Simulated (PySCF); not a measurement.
Members of one series of related molecules.

All values: CAM-B3LYP/def2-SVPD (PySCF) at PBE0-D3(BJ)/def2-SVP geometries, gas phase, one conformer each. Core orbitals are frozen in the response; Δα² is half the sum of the squared differences of the principal polarisabilities.

Problem. Rank by vertical ionisation energy (ΔSCF), lowest first.
A. `FC[SiH2][SiH3]`
B. `N#CC[SiH2][SiH3]`
C. `CC(=S)[SiH2][SiH3]`
D. `NC(=O)[SiH2][SiH3]`
E. `[SiH3][SiH2]S`
F. `COB(OC)[SiH2][SiH3]`

Solution. C (8.41 eV), D (9.34 eV), E (9.47 eV), F (9.66 eV), A (10.38 eV), B (10.64 eV).

Problem. Rank by HOMO–LUMO gap, highest first.
A. `[SiH3][SiH2]Cl`
B. `FB(F)[SiH2][SiH3]`
C. `[SiH3][SiH2]C1CCCC1`
D. `N#CC[SiH2][SiH3]`
E. `[SiH3][SiH2]N([SiH3])[SiH3]`
F. `[SiH3][SiH2]C1CCC1`

Solution. D (10.38 eV), C (10.25 eV), F (10.10 eV), A (9.69 eV), B (9.48 eV), E (9.01 eV).

Problem. Rank by dipole moment, lowest first.
A. `[SiH3:1][SiH2:2][N:3]([SiH3:4])[SiH3:5]` with Si1–Si2–N3–Si4 71°
B. `[CH3:1][C:2](=[S:3])[SiH2:4][SiH3:5]` with C1–C2–Si4–Si5 -105°
C. `[NH2:1][C:2](=[O:3])[SiH2:4][SiH3:5]` with N1–C2–Si4–Si5 138°
D. `CC#C[SiH2][SiH3]`
E. `[F:1][B:2]([F:3])[SiH2:4][SiH3:5]` with F1–B2–Si4–Si5 103°
F. `[N:1]#[C:2][CH2:3][SiH2:4][SiH3:5]` with C2–C3–Si4–Si5 -55°

Solution. A (0.14 D), E (1.21 D), D (1.56 D), B (2.21 D), C (3.53 D), F (3.89 D).

All values together:

```csv
SMILES,formula,μ (D),HOMO (eV),LUMO (eV),α (Å³),Δα (Å³),electrons,α per electron (Å³),ΔSCF removal energy (eV)
CC(=S)[SiH2][SiH3],C2H8SSi2,2.21,-7.73,-1.41,15.63,3.94,64,0.244,8.41
COB(OC)[SiH2][SiH3],C2H11BO2Si2,2.35,-9.01,0.89,16.03,5.18,72,0.223,9.66
FC[SiH2][SiH3],CH7FSi2,1.62,-9.56,0.89,10.83,2.57,50,0.217,10.38
[SiH3][SiH2]S,H6SSi2,1.17,-8.60,0.47,12.08,3.59,50,0.242,9.47
N#CC[SiH2][SiH3],C2H7NSi2,3.89,-9.87,0.52,12.58,2.83,54,0.233,10.64
[SiH3][SiH2]N([SiH3])[SiH3],H11NSi4,0.14,-8.55,0.46,17.48,3.18,74,0.236,9.06
[SiH3][SiH2]C1CCCC1,C5H14Si2,1.13,-9.17,1.08,17.07,3.59,72,0.237,9.81
FB(F)[SiH2][SiH3],BF2H5Si2,1.21,-9.72,-0.24,11.03,2.85,56,0.197,10.55
[SiH3][SiH2]C1CCC1,C4H12Si2,1.07,-8.96,1.14,15.48,4.73,64,0.242,9.58
[SiH3][SiH2]Cl,ClH5Si2,1.57,-9.55,0.15,10.75,2.96,50,0.215,10.42
CC#C[SiH2][SiH3],C3H8Si2,1.56,-8.69,0.95,14.35,6.98,54,0.266,9.41
NC(=O)[SiH2][SiH3],CH7NOSi2,3.53,-8.62,0.62,12.43,3.76,56,0.222,9.34
```

Conformers: `[CH3:1][C:2](=[S:3])[SiH2:4][SiH3:5]` with C1–C2–Si4–Si5 -105°; `[CH3:1][O:2][B:3]([O:4][CH3:5])[SiH2:6][SiH3:7]` with C1–O2–B3–O4 0°, O2–B3–O4–C5 -179°, O2–B3–Si6–Si7 -1°; `[F:1][CH2:2][SiH2:3][SiH3:4]` with F1–C2–Si3–Si4 48°; `[SiH3:1][SiH2:2][SH:3]` with Si1–Si2–S3–H -56°; `[N:1]#[C:2][CH2:3][SiH2:4][SiH3:5]` with C2–C3–Si4–Si5 -55°; `[SiH3:1][SiH2:2][N:3]([SiH3:4])[SiH3:5]` with Si1–Si2–N3–Si4 71°; `[SiH3:1][SiH2:2][CH:3]1[CH2:4][CH2:5][CH2:6][CH2:7]1` with Si1–Si2–C3–C4 66°, Si2–C3–C4–C5 -160°, C3–C4–C5–C6 12°, C4–C5–C6–C7 14°, C5–C6–C7–C3 -35°; `[F:1][B:2]([F:3])[SiH2:4][SiH3:5]` with F1–B2–Si4–Si5 103°; `[SiH3:1][SiH2:2][CH:3]1[CH2:4][CH2:5][CH2:6]1` with Si1–Si2–C3–C4 -67°; `[NH2:1][C:2](=[O:3])[SiH2:4][SiH3:5]` with N1–C2–Si4–Si5 138°.

Problem. By how much does the ΔSCF value exceed −ε(HOMO) over the species that have both?

Solution. By 0.51 to 0.88 eV, 0.73 eV on average, over 12 species.
